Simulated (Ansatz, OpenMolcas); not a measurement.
# C2H5NSi (SMILES C[SiH2]C#N): the vertical ionisation energy from total energies

C2H5NSi has 9 atoms, charge 0, and is taken as a singlet. SMILES: `C[SiH2]C#N`. The coordinates come from a PBE0-D4/def2-TZVP relaxation.

Both states at this one shape; open shells run unrestricted unless said. 1 Eh = 27.2114 eV.

```
                                 level     program  singlet C2H5NSi (Eh)  doublet C2H5NSi+ (Eh)  HOMO of the first (eV)
                          TPSS/cc-pVDZ  OpenMolcas           -423.514761            -423.103723                   -8.07
                       r2SCAN0/cc-pVDZ      Ansatz           -423.335337            -422.907203                   -9.59
B2PLYP/cc-pVDZ, 8 core orbitals frozen      Ansatz           -423.197116            -422.765560                  -10.49
```

Work out the vertical ionisation energy at each level.


1. TPSS/cc-pVDZ: -423.103723 − (-423.514761) = 0.411038 Eh = 11.18 eV; −ε(HOMO) = 8.07 eV.
2. r2SCAN0/cc-pVDZ: -422.907203 − (-423.335337) = 0.428134 Eh = 11.65 eV; −ε(HOMO) = 9.59 eV.
3. B2PLYP/cc-pVDZ: -422.765560 − (-423.197116) = 0.431556 Eh = 11.74 eV; −ε(HOMO) = 10.49 eV.

No measured value is set beside it here; the levels span 11.18 to 11.74 eV. In semi-local functionals −ε(HOMO) lies far under the ionisation energy, a result of self-interaction.
